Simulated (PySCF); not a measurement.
C4H9S2 (SMILES CC(C)(C)S[S]), doublet, geometry from GFN2-xTB; DF-PBE/cc-pVDZ in PySCF.

PySCF was given this input:
```python
from pyscf import gto, scf, dft

mol = gto.M(
    atom='''
C    -1.267847   -1.331453    0.191539
C    -0.826848   -0.057782   -0.509225
C    -0.102732   -0.355773   -1.811012
C    -1.982705    0.908874   -0.710749
S     0.371495    0.847911    0.629260
S     1.866604   -0.358559    0.911323
H    -0.409949   -1.967441    0.403959
H    -1.771054   -1.102164    1.128898
H    -1.955702   -1.885214   -0.444731
H     0.219897    0.565079   -2.293063
H    -0.765675   -0.888673   -2.490098
H     0.772257   -0.977449   -1.627967
H    -2.453755    1.148684    0.240002
H    -1.635630    1.833790   -1.166155
H    -2.729192    0.460552   -1.363497
''',
    basis='cc-pvdz',
    charge=0,
    spin=1,
    verbose=4,
)

mf = dft.UKS(mol)
mf.xc = 'pbe'
mf.conv_tol = 1e-7
mf = mf.density_fit(auxbasis='def2-universal-jkfit')
mf.kernel()
mf.analyze()
```

The log (banner, timings and long lists left out):

```
PySCF version 2.14.0

[INPUT] verbose = 4
[INPUT] num. atoms = 15
[INPUT] num. electrons = 65
[INPUT] charge = 0
[INPUT] spin (= nelec alpha-beta = 2S) = 1
[INPUT] symmetry False subgroup None
[INPUT] Mole.unit = angstrom
[INPUT] Symbol           X                Y                Z      unit          X                Y                Z       unit  Magmom
[...]
nuclear repulsion = 380.822292842007
number of shells = 57
number of NR pGTOs = 249
number of NR cGTOs = 137
basis = cc-pvdz
ecp = {}

******** <class 'pyscf.df.df_jk.DFUKS'> ********
method = DFUKS
initial guess = minao
damping factor = 0
level_shift factor = 0
DIIS = <class 'pyscf.scf.diis.CDIIS'>
diis_start_cycle = 1
diis_space = 8
diis_damp = 0
SCF conv_tol = 1e-07
SCF conv_tol_grad = None
SCF max_cycles = 50
direct_scf = False
number electrons alpha = 33  beta = 32
XC library pyscf.dft.libxc version 7.1.2
    S. Lehtola, C. Steigemann, M. J. T. Oliveira, and M. A. L. Marques,  SoftwareX 7, 1–5 (2018)
XC functionals = pbe
    J. P. Perdew, K. Burke, and M. Ernzerhof,  Phys. Rev. Lett. 77, 3865 (1996)
    J. P. Perdew, K. Burke, and M. Ernzerhof,  Phys. Rev. Lett. 78, 1396 (1997)
    J. P. Perdew, K. Burke, and M. Ernzerhof,  Phys. Rev. Lett. 77, 3865 (1996)
    J. P. Perdew, K. Burke, and M. Ernzerhof,  Phys. Rev. Lett. 78, 1396 (1997)
radial grids:
    Treutler-Ahlrichs [JCP 102, 346 (1995); DOI:10.1063/1.469408] (M4) radial grids

becke partition: Becke, JCP 88, 2547 (1988); DOI:10.1063/1.454033
pruning grids: <function nwchem_prune>
grids dens level: 3
symmetrized grids: False
atomic radii adjust function: <function treutler_atomic_radii_adjust>
small_rho_cutoff = 0
Set gradient conv threshold to 0.000316228
tot grids = 182504
init E= -954.021213207582

cycle= 1 E= -953.577383734931  delta_E= 0.444  |g|= 0.386  |ddm|= 2.57
cycle= 2 E= -953.446401211287  delta_E= 0.131  |g|= 0.614  |ddm|= 0.967
cycle= 3 E= -953.652702117172  delta_E= -0.206  |g|= 0.126  |ddm|= 0.667
cycle= 4 E= -953.662099237299  delta_E= -0.0094  |g|= 0.0419  |ddm|= 0.177
cycle= 5 E= -953.663014529889  delta_E= -0.000915  |g|= 0.0221  |ddm|= 0.0778
cycle= 6 E= -953.663299884398  delta_E= -0.000285  |g|= 0.00477  |ddm|= 0.0287
cycle= 7 E= -953.663310985239  delta_E= -1.11e-05  |g|= 0.00108  |ddm|= 0.00561
cycle= 8 E= -953.663311717686  delta_E= -7.32e-07  |g|= 0.000303  |ddm|= 0.00165
cycle= 9 E= -953.663311769535  delta_E= -5.18e-08  |g|= 0.000108  |ddm|= 0.000396
Extra cycle  E= -953.66331176034  delta_E= 9.2e-09  |g|= 0.000159  |ddm|= 0.00029
converged SCF energy = -953.66331176034  <S^2> = 0.7516986  2S+1 = 2.0016979
**** SCF Summaries ****
Total Energy =                        -953.663311760340207
Nuclear Repulsion Energy =             380.822292842006959
One-electron Energy =                -2068.247963066630291
Two-electron Energy =                  733.762358464283125
Two-electron Coulomb Energy =          809.684355761105053
DFT Exchange-Correlation Energy =      -75.921997296821900
**** MO energy ****
                             alpha | beta                alpha | beta
[...]
To work with the spin densities directly, `use mulliken_meta_spin()` only printing them here.

 ** Mulliken spin pop alpha/beta on meta-lowdin orthogonal AOs **
 ** Mulliken Spin Density (per AO)  **
spin_pop of  0 C 1s       -0.00000
spin_pop of  0 C 2s        0.00085
spin_pop of  0 C 3s        0.00001
spin_pop of  0 C 2px       0.00018
spin_pop of  0 C 2py       0.00702
spin_pop of  0 C 2pz       0.00036
spin_pop of  0 C 3px      -0.00001
spin_pop of  0 C 3py      -0.00001
spin_pop of  0 C 3pz       0.00001
spin_pop of  0 C 3dxy     -0.00001
spin_pop of  0 C 3dyz      0.00002
spin_pop of  0 C 3dz^2    -0.00000
spin_pop of  0 C 3dxz      0.00000
spin_pop of  0 C 3dx2-y2    0.00000
spin_pop of  1 C 1s        0.00000
spin_pop of  1 C 2s       -0.00182
spin_pop of  1 C 3s       -0.00001
spin_pop of  1 C 2px      -0.00453
spin_pop of  1 C 2py      -0.00239
spin_pop of  1 C 2pz      -0.00386
spin_pop of  1 C 3px       0.00006
spin_pop of  1 C 3py      -0.00002
spin_pop of  1 C 3pz       0.00019
spin_pop of  1 C 3dxy      0.00010
spin_pop of  1 C 3dyz      0.00001
spin_pop of  1 C 3dz^2     0.00033
spin_pop of  1 C 3dxz     -0.00002
spin_pop of  1 C 3dx2-y2   -0.00001
spin_pop of  2 C 1s       -0.00000
spin_pop of  2 C 2s        0.00085
spin_pop of  2 C 3s        0.00001
spin_pop of  2 C 2px       0.00217
spin_pop of  2 C 2py       0.00291
spin_pop of  2 C 2pz       0.00249
spin_pop of  2 C 3px       0.00002
spin_pop of  2 C 3py      -0.00001
spin_pop of  2 C 3pz      -0.00002
spin_pop of  2 C 3dxy     -0.00001
spin_pop of  2 C 3dyz      0.00001
spin_pop of  2 C 3dz^2    -0.00000
spin_pop of  2 C 3dxz      0.00000
spin_pop of  2 C 3dx2-y2    0.00001
spin_pop of  3 C 1s       -0.00000
spin_pop of  3 C 2s        0.00000
spin_pop of  3 C 3s        0.00000
spin_pop of  3 C 2px       0.00019
spin_pop of  3 C 2py       0.00024
spin_pop of  3 C 2pz       0.00069
spin_pop of  3 C 3px      -0.00001
spin_pop of  3 C 3py      -0.00001
spin_pop of  3 C 3pz       0.00000
spin_pop of  3 C 3dxy      0.00000
spin_pop of  3 C 3dyz     -0.00000
spin_pop of  3 C 3dz^2     0.00002
spin_pop of  3 C 3dxz     -0.00000
spin_pop of  3 C 3dx2-y2   -0.00000
spin_pop of  4 S 1s        0.00000
spin_pop of  4 S 2s       -0.00000
spin_pop of  4 S 3s        0.00458
spin_pop of  4 S 4s        0.00010
spin_pop of  4 S 2px       0.00001
spin_pop of  4 S 2py       0.00001
spin_pop of  4 S 2pz       0.00003
spin_pop of  4 S 3px       0.08257
spin_pop of  4 S 3py       0.05408
spin_pop of  4 S 3pz       0.24157
spin_pop of  4 S 4px       0.00006
spin_pop of  4 S 4py       0.00018
spin_pop of  4 S 4pz       0.00042
spin_pop of  4 S 3dxy     -0.00017
spin_pop of  4 S 3dyz     -0.00000
spin_pop of  4 S 3dz^2     0.00044
spin_pop of  4 S 3dxz      0.00020
spin_pop of  4 S 3dx2-y2   -0.00009
spin_pop of  5 S 1s        0.00000
spin_pop of  5 S 2s       -0.00000
spin_pop of  5 S 3s        0.00333
spin_pop of  5 S 4s        0.00009
spin_pop of  5 S 2px       0.00002
spin_pop of  5 S 2py       0.00001
spin_pop of  5 S 2pz       0.00005
spin_pop of  5 S 3px       0.13068
spin_pop of  5 S 3py       0.09293
spin_pop of  5 S 3pz       0.38335
spin_pop of  5 S 4px       0.00028
spin_pop of  5 S 4py       0.00020
spin_pop of  5 S 4pz       0.00062
spin_pop of  5 S 3dxy     -0.00009
spin_pop of  5 S 3dyz     -0.00016
spin_pop of  5 S 3dz^2     0.00001
spin_pop of  5 S 3dxz     -0.00015
spin_pop of  5 S 3dx2-y2   -0.00042
spin_pop of  6 H 1s       -0.00041
spin_pop of  6 H 2s       -0.00002
spin_pop of  6 H 2px       0.00000
spin_pop of  6 H 2py       0.00000
spin_pop of  6 H 2pz       0.00000
spin_pop of  7 H 1s       -0.00037
spin_pop of  7 H 2s        0.00008
spin_pop of  7 H 2px       0.00000
spin_pop of  7 H 2py       0.00000
spin_pop of  7 H 2pz       0.00000
spin_pop of  8 H 1s        0.00060
spin_pop of  8 H 2s       -0.00000
spin_pop of  8 H 2px       0.00001
spin_pop of  8 H 2py       0.00000
spin_pop of  8 H 2pz       0.00000
spin_pop of  9 H 1s       -0.00037
spin_pop of  9 H 2s        0.00008
spin_pop of  9 H 2px       0.00000
spin_pop of  9 H 2py       0.00000
spin_pop of  9 H 2pz       0.00000
spin_pop of  10 H 1s        0.00060
spin_pop of  10 H 2s       -0.00000
spin_pop of  10 H 2px       0.00001
spin_pop of  10 H 2py      -0.00000
spin_pop of  10 H 2pz      -0.00000
spin_pop of  11 H 1s       -0.00041
spin_pop of  11 H 2s       -0.00002
spin_pop of  11 H 2px       0.00000
spin_pop of  11 H 2py       0.00000
spin_pop of  11 H 2pz       0.00000
spin_pop of  12 H 1s       -0.00001
spin_pop of  12 H 2s        0.00016
spin_pop of  12 H 2px       0.00001
spin_pop of  12 H 2py      -0.00000
spin_pop of  12 H 2pz       0.00000
spin_pop of  13 H 1s       -0.00001
spin_pop of  13 H 2s        0.00016
spin_pop of  13 H 2px       0.00001
spin_pop of  13 H 2py      -0.00000
spin_pop of  13 H 2pz       0.00000
spin_pop of  14 H 1s       -0.00091
spin_pop of  14 H 2s       -0.00001
spin_pop of  14 H 2px       0.00000
spin_pop of  14 H 2py      -0.00000
spin_pop of  14 H 2pz       0.00001
 ** Mulliken Spin Density (per atom)  **
spin density of  0 C =      0.00843
spin density of  1 C =     -0.01197
spin density of  2 C =      0.00844
spin density of  3 C =      0.00112
spin density of  4 S =      0.38399
spin density of  5 S =      0.61076
spin density of  6 H =     -0.00042
spin density of  7 H =     -0.00028
spin density of  8 H =      0.00061
spin density of  9 H =     -0.00029
spin density of  10 H =      0.00061
spin density of  11 H =     -0.00042
spin density of  12 H =      0.00017
spin density of  13 H =      0.00017
spin density of  14 H =     -0.00091
 ** Mulliken pop alpha/beta on meta-lowdin orthogonal AOs **
 ** Mulliken pop       alpha | beta **
In total            33.00000 | 32.00000
 ** Mulliken atomic charges   ( Nelec_alpha | Nelec_beta ) **
charge of  0C =     -0.31642  (     3.16243      3.15400 )
charge of  1C =      0.02764  (     2.98020      2.99217 )
charge of  2C =     -0.31644  (     3.16244      3.15400 )
charge of  3C =     -0.31698  (     3.15905      3.15793 )
charge of  4S =      0.16742  (     8.10828      7.72429 )
charge of  5S =     -0.22357  (     8.41716      7.80641 )
charge of  6H =      0.11454  (     0.44252      0.44294 )
charge of  7H =      0.10481  (     0.44745      0.44774 )
charge of  8H =      0.10624  (     0.44718      0.44658 )
charge of  9H =      0.10481  (     0.44745      0.44774 )
charge of  10H =      0.10624  (     0.44718      0.44657 )
charge of  11H =      0.11456  (     0.44251      0.44293 )
charge of  12H =      0.10718  (     0.44650      0.44633 )
charge of  13H =      0.10719  (     0.44649      0.44632 )
charge of  14H =      0.11278  (     0.44315      0.44406 )
Dipole moment(X, Y, Z, Debye): -2.34411, -0.12790, -1.42626
```
